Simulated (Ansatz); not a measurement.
Wavefunction ladder for `[SiH3][O][Zn][O][SiH3]`

Cartesian coordinates in Å:
```
Si 1.004 2.884 0.470
O 1.003 1.335 0.962
Zn 0.467 -0.268 0.509
O 0.024 -1.925 0.159
Si -1.109 -2.824 -0.584
H 1.788 3.054 -0.787
H 1.614 3.729 1.530
H -0.380 3.373 0.206
H -1.229 -2.465 -2.026
H -0.733 -4.258 -0.480
H -2.450 -2.635 0.041
```

Total charge 0; spin multiplicity 1. For Zn the d shell is correlated and the shells below it are frozen. Scalar relativity is left out up to krypton. The geometry is a stationary point of PBE0-D4/def2-TZVP. It is one conformer, not always the lowest. Frozen core, restricted reference, Ansatz.

| basis | HF (Eh) | MP2 corr. |
| --- | --- | --- |
| def2-SVP | -2508.45825 | -0.87088 |
| def2-TZVPP | -2509.10988 | -1.22924 |
| def2-QZVPP | -2509.18034 | -1.32210 |

Problem. Estimate the CCSD correlation energy and the (T) correction in each basis where they were run (hartree).

Solution. 
| basis | CCSD corr. | (T) |
| --- | --- | --- |
| def2-SVP | -0.89399 | -0.02080 |
| def2-TZVPP | -1.21998 | -0.04001 |
